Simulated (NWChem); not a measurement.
# MgNH$_{2}$Cl; SMILES [NH2][Mg][Cl]

```xyz
5

Mg     0.0000     0.0000    -0.5110
Cl     0.0000     0.0000     1.6979
N      0.0000     0.0000    -2.3930
H      0.0000     0.8195    -2.9903
H      0.0000    -0.8195    -2.9903
```
Atoms are numbered in this order, from 1.

Coordinates come from a B3LYP/6-31G* (spherical d) optimisation.

Symmetry labels are those of C2v in the frame above (b1 and b2, or b-type labels, depend on it).

**Question.** List the 6 lowest vertical singlet excitations from B3LYP/aug-cc-pVDZ, TDA (NWChem).

**Answer.** 
| state | energy (eV) | oscillator strength | symmetry | leading excitation (squared amplitude) |
|---|---|---|---|---|
| S1 | 3.79 | 0.047 | b1 | HOMO → LUMO (0.99) |
| S2 | 5.05 | 0.000 | a2 | HOMO → LUMO+1 (0.96) |
| S3 | 5.55 | 0.022 | b1 | HOMO → LUMO+3 (0.89) |
| S4 | 5.68 | 0.048 | b1 | HOMO−1 → LUMO (0.99) |
| S5 | 5.68 | 0.043 | b2 | HOMO−2 → LUMO (0.99) |
| S6 | 5.84 | 0.017 | a1 | HOMO → LUMO+2 (0.89) |
